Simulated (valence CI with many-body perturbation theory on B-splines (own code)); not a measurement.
Hyperfine factors and g values of Xe XIV

Level of theory: valence CI with perturbative core correlation (CI+MBPT): five valence electrons over a frozen Dirac-Fock core [Kr], a basis of 7 s, 7 p, 8 d, 6 f, 4 g, 1 h functions for each j, with the one-electron correlation potential Σ1, the two-electron term Σ2, the three-electron term Σ3, Breit, model QED; selected CI, second order for the rest, scaled by the run's own slope (own B-spline code, finite nucleus).

No measured spectrum was set against this ion. As an estimate, terms of the open shell hold to 2 to 4 % of their energy, and close levels can change places. Among the levels kept, up to 1100 cm⁻¹ of a level comes from second order outside the variational space, and about a tenth of that is noise between levels of different J, which matters for small intervals. Excitations out of the core, of the other parity, are not computed and may begin above about 62.5 eV (a cautious bound); beyond it only levels of the ground parity were kept, without lifetimes.

A/g_I is the dipole constant over the nuclear g factor μ/I (μ in nuclear magnetons, uniformly magnetised nucleus), B/Q the quadrupole constant per barn. Both hold the static response of the core; the bare values leave it out. Large factors of s and p1/2 electrons are usually good to 5 to 10 %; those of open d and f shells near neutrality can be off by tens of per cent, and small factors of p3/2, d and f electrons come from cancelling terms and can be off by a factor of two or in sign, in half-filled shells by more. B is blank for J = 1/2, where it vanishes, and for nearly pure S terms. Energies count from the lowest level.

Names give the largest LS component (configuration and term), which can be under half, so a name can repeat, a term be missing and a line seem to break the LS rules; names also repeat where a configuration has a term twice. Letters in brackets count levels of one name in rising energy.

| Level | E (cm⁻¹) | g | A/g_I (MHz) | A/g_I bare | B/Q (MHz/b) | B/Q bare |
| --- | --- | --- | --- | --- | --- | --- |
| 4d⁵ ⁶S_5/2 | 0 | 1.949 | -930 | 116 | 131 | 113 |
| 4d⁵ ⁴G_5/2 [a] | 34855 | 1.005 | 2210 | 2150 | 3110 | 2920 |
| 4d⁵ ⁴G_7/2 | 42909 | 1.069 | 2270 | 2290 | 2450 | 2310 |
| 4d⁵ ⁴G_11/2 | 44649 | 1.232 | 2230 | 2450 | -59.4 | -63.5 |
| 4d⁵ ⁴D_3/2 | 45360 | 1.372 | 1860 | 2240 | 2590 | 2440 |
| 4d⁵ ⁴G_5/2 [b] | 45801 | 1.073 | 1970 | 1990 | 1310 | 1240 |
| 4d⁵ ⁴G_9/2 | 46313 | 1.169 | 2140 | 2290 | 1820 | 1720 |
| 4d⁵ ⁴P_1/2 | 51043 | 1.666 | -579 | 130 |  |  |
| 4d⁵ ⁴D_7/2 | 55652 | 1.321 | 1360 | 1670 | 847 | 797 |
| 4d⁵ ⁴D_5/2 | 60440 | 1.302 | 1810 | 2110 | -502 | -479 |
| 4d⁵ ⁴D_1/2 | 63529 | 0.946 | 4240 | 4140 |  |  |
| 4d⁵ ²I_11/2 | 64301 | 0.984 | 2840 | 2770 | 295 | 277 |
| 4d⁵ ⁴P_3/2 | 66105 | 1.383 | 2090 | 2490 | -1350 | -1280 |
| 4d⁵ ²F_7/2 [a] | 68645 | 1.122 | 2670 | 2760 | -3450 | -3250 |
| 4d⁵ ²I_13/2 | 70004 | 1.076 | 2730 | 2770 | -4.19 | 0.850 |
| 4d⁵ ²G_9/2 [a] | 70906 | 1.169 | 2130 | 2270 | -149 | -149 |
| 4d⁵ ⁴F_3/2 | 71866 | 0.664 | 4380 | 3940 | -499 | -467 |
| 4d⁵ ²F_5/2 [a] | 74120 | 1.050 | 2430 | 2430 | 145 | 149 |
| 4d⁵ ⁴F_5/2 | 81572 | 1.101 | 2280 | 2340 | -2290 | -2150 |
| 4d⁵ ²H_9/2 | 83016 | 1.103 | 2470 | 2530 | 636 | 601 |
| 4d⁵ ²G_7/2 [a] | 84995 | 1.012 | 3200 | 3160 | -192 | -177 |
| 4d⁵ ²D_3/2 [a] | 88937 | 0.697 | 4520 | 4120 | -299 | -274 |
| 4d⁵ ²F_5/2 [b] | 89456 | 0.998 | 2300 | 2240 | 780 | 728 |
| 4d⁵ ²F_7/2 [b] | 91421 | 1.112 | 2480 | 2560 | -1320 | -1240 |
| 4d⁵ ²F_7/2 [c] | 95867 | 1.155 | 2390 | 2520 | -1460 | -1380 |
| 4d⁵ ²H_11/2 | 97241 | 1.067 | 2680 | 2710 | -238 | -207 |
| 4d⁵ ²S_1/2 | 97852 | 1.959 | -1400 | -344 |  |  |
| 4d⁵ ²G_9/2 [b] | 98318 | 1.081 | 2510 | 2550 | 275 | 272 |
| 4d⁵ ²D_5/2 [a] | 107370 | 1.065 | 2470 | 2490 | 6.47 | 17.9 |
| 4d⁵ ²D_3/2 [b] | 110100 | 0.819 | 3420 | 3150 | -1780 | -1680 |
| 4d⁵ ²D_5/2 [b] | 117860 | 1.138 | 2090 | 2190 | -924 | -863 |
| 4d⁵ ²G_9/2 [c] | 121190 | 1.110 | 2400 | 2470 | -2570 | -2420 |
| 4d⁵ ²G_7/2 [b] | 124990 | 0.916 | 3360 | 3210 | 3130 | 2950 |
| 4d⁵ ²P_3/2 | 139240 | 1.258 | 2110 | 2350 | -2500 | -2360 |
| 4d⁵ ²P_1/2 | 146040 | 0.760 | 479 | 103 |  |  |
| 4d⁵ ²D_5/2 [c] | 159610 | 1.196 | 1790 | 1960 | -1760 | -1660 |
| 4d⁵ ²D_3/2 [c] | 163760 | 0.866 | 4530 | 4340 | 3850 | 3630 |
| 4d⁴5s ⁶D_1/2 | 776180 | 3.067 | 46800 | 44500 |  |  |
| 4d⁴5s ⁶D_3/2 | 782670 | 1.834 | 16300 | 15600 | 1950 | 1830 |
| 4d⁴5s ⁶D_5/2 | 788820 | 1.634 | 11300 | 11000 | 1650 | 1550 |

**Question.** Take the isotope of mass number 129, with I = 1/2, μ = -0.77796 μN. What is the hyperfine structure of 4d⁵ ⁴D_3/2?

**Answer.** From the table A = -2900 MHz. Shifts from the centre of gravity in MHz: F = 1: 3620, F = 2: -2180.
